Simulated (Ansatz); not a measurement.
**Ligand exchange: C2H8O2Si + SiH4 → C2H10OSi2 + H2O**

Species: C2H8O2Si `CC[SiH](O)O`, singlet; SiH4 (silane) `[SiH4]`, singlet; C2H10OSi2 `CC[SiH](O)[SiH3]`, singlet; H2O (water) `O`, singlet. The partners trade OH for SiH3: Si–OH and H–SiH3 bonds give way to Si–SiH3 and H–OH.

Shapes, held fixed at every level: PBE0-D4/def2-TZVP. Flexible molecules stand in one conformer, not always the lowest. Programs: Ansatz 0.2.0. Electronic energies: no zero-point or thermal term.

**Question.** Estimate ΔE of this reaction.

**Answer.** The highest level, CCSD(T)/CBS estimate, gives ΔE = +121.4 kJ/mol; the levels span +102.6 to +148.7. The column of differences is taken from that level and isn't an error. No measured value is set beside it here. The CBS estimate extrapolates MP2 from def2-TZVPP and def2-QZVPP and adds CCSD(T) − MP2 in the triple-zeta set, cores frozen.

```json
{"level": "HF/def2-TZVPP", "kind": "Hartree–Fock", "ΔE (kJ/mol)": "+148.7", "less CCSD(T)/CBS estimate": "+27.3"}
{"level": "PBE-D4/def2-TZVPP", "kind": "GGA", "ΔE (kJ/mol)": "+102.6", "less CCSD(T)/CBS estimate": "-18.8"}
{"level": "r2SCAN-D4/def2-TZVPP", "kind": "meta-GGA", "ΔE (kJ/mol)": "+122.4", "less CCSD(T)/CBS estimate": "+1.0"}
{"level": "wB97M-V/def2-TZVPP", "kind": "range-separated hybrid", "ΔE (kJ/mol)": "+130.0", "less CCSD(T)/CBS estimate": "+8.6"}
{"level": "wB97X-V/def2-TZVPP", "kind": "range-separated hybrid", "ΔE (kJ/mol)": "+124.0", "less CCSD(T)/CBS estimate": "+2.6"}
{"level": "B2PLYP/def2-TZVPP", "kind": "double hybrid", "ΔE (kJ/mol)": "+131.6", "less CCSD(T)/CBS estimate": "+10.2"}
{"level": "CCSD(T)/CBS estimate", "kind": "coupled cluster or CI", "ΔE (kJ/mol)": "+121.4", "less CCSD(T)/CBS estimate": "0.0"}
```
